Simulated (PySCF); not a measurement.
## Computed beside measured shifts: BHT (C15H24O)

System: BHT (C15H24O), SMILES Cc1cc(C(C)(C)C)c(O)c(C(C)(C)C)c1.

Atom-mapped SMILES (hydrogens are numbered by the atom that bears them): [CH3:1][c:2]1[cH:3][c:4]([C:5]([CH3:6])([CH3:7])[CH3:8])[c:9]([OH:10])[c:11]([C:12]([CH3:13])([CH3:14])[CH3:15])[cH:16]1

Method: GIAO KT3/pcSseg-1, gas phase, PySCF SCF with an in-house response code, fitting set def2-universal-JFIT, grid level 2, non-relativistic, geometry: GFN2-xTB.

One optimised conformer. Values are averaged over the atoms that symmetry or fast rotation interchanges, on this one geometry and without vibrational averaging. Shifts are the reference shielding less the shielding here, at the same level (13C, 1H against isolated TMS; 17O against isolated H2O); nuclei without a reference have shieldings only.

Problem. What shifts does this level give for H on 3/16, H on 3/16, H on 3/16, H on 3/16, H on 3/16, H on 3/16, H on 3/16, H on 3/16, H on 3/16, H on 3/16, H on 3/16, H on 10, H on 10, H on 10, H on 10, H on 10, H on 10, H on 10, H on 10, H on 1, and how do they compare with measurement?

Solution. 
```json
{"atom": "H on 3/16", "nucleus": "1H", "computed / ppm": "6.95", "measured / ppm": "6.92", "computed less measured": "0.03", "measured against": "TMS", "medium of the measurement": "THF-d8"}
{"atom": "H on 3/16", "nucleus": "1H", "computed / ppm": "6.95", "measured / ppm": "6.97", "computed less measured": "-0.02", "measured against": "TMS", "medium of the measurement": "CD2Cl2"}
{"atom": "H on 3/16", "nucleus": "1H", "computed / ppm": "6.95", "measured / ppm": "6.98", "computed less measured": "-0.03", "measured against": "TMS", "medium of the measurement": "CDCl3"}
{"atom": "H on 3/16", "nucleus": "1H", "computed / ppm": "6.95", "measured / ppm": "6.99", "computed less measured": "-0.04", "measured against": "TMS", "medium of the measurement": "toluene-d8"}
{"atom": "H on 3/16", "nucleus": "1H", "computed / ppm": "6.95", "measured / ppm": "7.05", "computed less measured": "-0.10", "measured against": "TMS", "medium of the measurement": "C6D6"}
{"atom": "H on 3/16", "nucleus": "1H", "computed / ppm": "6.95", "measured / ppm": "6.97", "computed less measured": "-0.02", "measured against": "TMS", "medium of the measurement": "C6D5Cl"}
{"atom": "H on 3/16", "nucleus": "1H", "computed / ppm": "6.95", "measured / ppm": "6.96", "computed less measured": "-0.01", "measured against": "TMS", "medium of the measurement": "acetone-d6"}
{"atom": "H on 3/16", "nucleus": "1H", "computed / ppm": "6.95", "measured / ppm": "6.87", "computed less measured": "0.08", "measured against": "TMS", "medium of the measurement": "DMSO-d6"}
{"atom": "H on 3/16", "nucleus": "1H", "computed / ppm": "6.95", "measured / ppm": "6.97", "computed less measured": "-0.02", "measured against": "TMS", "medium of the measurement": "CD3CN"}
{"atom": "H on 3/16", "nucleus": "1H", "computed / ppm": "6.95", "measured / ppm": "7.06", "computed less measured": "-0.11", "measured against": "TMS", "medium of the measurement": "TFE-d3"}
{"atom": "H on 3/16", "nucleus": "1H", "computed / ppm": "6.95", "measured / ppm": "6.92", "computed less measured": "0.03", "measured against": "TMS", "medium of the measurement": "CD3OD"}
{"atom": "H on 10", "nucleus": "1H", "computed / ppm": "5.28", "measured / ppm": "5.81", "computed less measured": "-0.53", "measured against": "TMS", "medium of the measurement": "THF-d8"}
{"atom": "H on 10", "nucleus": "1H", "computed / ppm": "5.28", "measured / ppm": "5", "computed less measured": "0.28", "measured against": "TMS", "medium of the measurement": "CD2Cl2"}
{"atom": "H on 10", "nucleus": "1H", "computed / ppm": "5.28", "measured / ppm": "5.01", "computed less measured": "0.27", "measured against": "TMS", "medium of the measurement": "CDCl3"}
{"atom": "H on 10", "nucleus": "1H", "computed / ppm": "5.28", "measured / ppm": "4.72", "computed less measured": "0.56", "measured against": "TMS", "medium of the measurement": "toluene-d8"}
{"atom": "H on 10", "nucleus": "1H", "computed / ppm": "5.28", "measured / ppm": "4.79", "computed less measured": "0.49", "measured against": "TMS", "medium of the measurement": "C6D6"}
{"atom": "H on 10", "nucleus": "1H", "computed / ppm": "5.28", "measured / ppm": "5.5", "computed less measured": "-0.22", "measured against": "TMS", "medium of the measurement": "C6D5Cl"}
{"atom": "H on 10", "nucleus": "1H", "computed / ppm": "5.28", "measured / ppm": "6.65", "computed less measured": "-1.37", "measured against": "TMS", "medium of the measurement": "DMSO-d6"}
{"atom": "H on 10", "nucleus": "1H", "computed / ppm": "5.28", "measured / ppm": "5.2", "computed less measured": "0.08", "measured against": "TMS", "medium of the measurement": "CD3CN"}
{"atom": "H on 1", "nucleus": "1H", "computed / ppm": "2.38", "measured / ppm": "2.21", "computed less measured": "0.17", "measured against": "TMS", "medium of the measurement": "THF-d8"}
```

Measured values: Fulmer et al., Organometallics 2010, 29, 2176.
